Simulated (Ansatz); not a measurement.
`O[SiH2][SiH](Cl)Cl` + H₂S → `S[SiH](Cl)Cl` + `O[SiH3]` at 400 K and 1 bar (cleavage of the Si–Si bond).

Calculated with Ansatz (gas phase, PBE0-D4/def2-TZVP geometries, no zero-point term in ΔE). CCSD(T)/CBS adds triple-zeta CCSD(T) − MP2 to the extrapolated MP2 energy (def2 sets, frozen cores). This one scheme is used for every species. Each species was taken in one conformer, which may not be the lowest.

| species | CCSD(T)/CBS energy (Eh) | H − E (kJ/mol) | S (J/(mol·K)) |
| --- | --- | --- | --- |
| `O[SiH2][SiH](Cl)Cl` | -1575.43809 | 152.6 | 424.5 |
| H₂S | -398.97279 | 53.4 | 215.9 |
| `S[SiH](Cl)Cl` | -1607.74509 | 85.7 | 363.7 |
| `O[SiH3]` | -366.69042 | 120.0 | 276.4 |

H − E and S are ideal-gas, rigid-rotor, harmonic terms from PBE0-D4/def2-TZVP, for one conformer and one mirror image of each species. 1 Eh = 2625.50 kJ/mol, R = 8.31446 J/(mol·K).

Problem. By hand: ΔE, ΔH, ΔS and ΔG.

Solution. ΔE = (-1607.74509) + (-366.69042) − (-1575.43809) − (-398.97279) = -0.02463 Eh = -64.7 kJ/mol. Δ(H − E) = 85.7 + 120.0 − 152.6 − 53.4 = -0.3, so ΔH = -65.0 kJ/mol. ΔS = 363.7 + 276.4 − 424.5 − 215.9 = -0.3 J/(mol·K). ΔG = -65.0 − 400 × (-0.3)/1000 = -64.9 kJ/mol.

Problem. By hand: the equilibrium constant, and the temperature at which ΔG would vanish if ΔH and ΔS stayed fixed.

Solution. log₁₀ K = −ΔG/(RT ln 10) = 8.5. ΔG = 0 at ΔH/ΔS = 216667 K, far beyond where these terms or the molecules hold.

The number of gas molecules stays the same, so ΔS is small and ΔH decides. A doubt of 5 kJ/mol in ΔE shifts log₁₀ K by 0.7 here. Other conformers and mirror images would add mixing entropy, several J/(mol·K) or more a flexible species. Modes under 60 cm⁻¹, often nearly free rotors, make the harmonic entropy too high. These are equilibria of isolated gas molecules and say nothing of rates. Largest T1 diagnostic: 0.011 (customary marks: 0.02 for closed shells, 0.045 for open ones).
